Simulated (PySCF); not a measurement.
## Frontier orbitals and the lowest excitations

Compound: CH7AsSi.
Cartesian coordinates in Å at the PBE0-D3(BJ)/def2-SVP level; atoms count from 1:
```
atom  x, y, z in Å
C1     1.658    0.236    0.113
As2    0.341   -1.239   -0.002
Si3   -1.586    0.134    0.116
H4     2.655   -0.197    0.276
H5     1.436    0.949    0.918
H6     1.667    0.768   -0.849
H7     0.290   -1.527    1.497
H8    -2.795   -0.714    0.342
H9    -1.735    0.846   -1.191
H10   -1.493    1.158    1.203
```

Level of theory: TDDFT CAM-B3LYP/def2-SVPD, vertical, gas phase, core orbitals frozen in the response in PySCF 2.14.0, density-fitted response routines. Relativistic effects, spin–orbit coupling among them, are left out although an element past zinc is present.

Kohn–Sham orbitals with the atoms that hold most of them (Löwdin shares over 4%, at most four atoms; ? is withheld):

| orbital | ε (eV) | atoms |
| --- | --- | --- |
| HOMO-3 | -11.33 | Si3 40%, H10 32%, H8 9%, H9 7% |
| HOMO-2 | -10.72 | As2 22%, C1 18%, Si3 18%, H7 15% |
| HOMO-1 | -9.81 | As2 37%, Si3 23%, C1 16%, H7 8% |
| HOMO | ? | ? |
| LUMO | 0.82 | ? |
| LUMO+1 | 0.96 | Si3 39%, As2 25%, H10 10%, H7 8% |
| LUMO+2 | 1.36 | As2 28%, Si3 24%, C1 13%, H8 10% |

Give the leading atoms of the HOMO.

As2 (bonded to C, Si and H) 61%; Si3 (bonded to As and 3 H) 14%; C1 (bonded to As and 3 H) 10%; H7 (bonded to As) 6%.

Which atoms hold the LUMO, and with what shares?

As2 (bonded to C, Si and H) 31%; C1 (bonded to As and 3 H) 19%; Si3 (bonded to As and 3 H) 15%; H7 (bonded to As) 8%.

What is the HOMO energy, and the HOMO–LUMO gap?

ε(HOMO) = -8.29 eV; the gap is 9.11 eV (0.3349 hartree).

The HOMO–LUMO gap is 9.11 eV. Where does the response calculation put the lowest singlet, and from which orbitals?

S1 is at 5.92 eV (f = 0.048), 3.19 eV below the gap, made of HOMO→LUMO (81%). Without the coupling terms of the response equations the lowest excitation would equal the gap.

One configuration dominates each of S1 and S6. Which, and how do the shares of the two leading atoms of either orbital change from the occupied to the empty one?

- S1 (5.92 eV, f 0.048), HOMO→LUMO (81%): As2 61% → 31%, Si3 14% → 15%, C1 10% → 19%
- S6 (7.55 eV, f 0.074), HOMO-1→LUMO (78%): As2 37% → 31%, Si3 23% → 15%, C1 16% → 19%

Hardware: an x86-64 server with one thread, on a shared host. Cost: 17 s wall.
